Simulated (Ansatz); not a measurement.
Ideal-gas functions of B$_{2}$FH$_{4}$NSi, SMILES `NB1[SiH2]B1F` at 800 K and 1 bar, from an Ansatz frequency run at PBE0-D4/def2-TZVP.

Molar mass 86.75 g/mol, point group C1 (symmetry number 1), electronic degeneracy 1, moments of inertia 106.836, 163.636, 264.601 u Å². Harmonic wavenumbers (cm⁻¹, unscaled): 117, 195, 238, 254, 380, 444, 474, 555, 565, 598, 642, 755, 914, 957, 1290, 1539, 1644, 2191, 2232, 3587, 3680.

Use S(trans) = R[1.5 ln M + 2.5 ln T − 1.1517]; rotational temperatures θ = 24.2544 K / I; S(rot) = R[ln(√π/σ · √(T³/θAθBθC)) + 1.5]; for each mode x = 1.438777 ν̃/T, S = R[x/(eˣ − 1) − ln(1 − e⁻ˣ)] and H = RT x/(eˣ − 1); 1 cm⁻¹ = 0.0119627 kJ/mol; R = 8.31446 J/(mol·K).

Question: By hand: the entropy, in J/(mol·K).

Answer: Translation 185.0. Rotation: θ = 0.227, 0.1482, 0.0917 K, giving 124.6. Vibration, mode by mode: 21.29, 17.07, 15.43, 14.90, 11.64, 10.40, 9.89, 8.67, 8.53, 8.10, 7.57, 6.38, 5.06, 4.76, 2.96, 2.08, 1.79, 0.81, 0.77, 0.10, 0.08, in all 158.3. Electronic 0.0. Sum 467.9 J/(mol·K).

Question: By hand: H − E and G − E in kJ/mol, counted from the electronic energy.

Answer: Zero-point energy ½ × 23251 × 0.0119627 = 139.1; thermal vibration 63.6; translation, rotation and pV give 4 RT = 26.6. H − E = 229.3 kJ/mol, and G − E = 229.3 − 800 × 467.9/1000 = -145.0 kJ/mol.

Vibration gives 34 % of the entropy, 21.3 J/(mol·K) of it from the mode under 150 cm⁻¹: soft modes count most, and the harmonic formula is weakest for them. The sum counts one conformer and one mirror image; others add a mixing term.
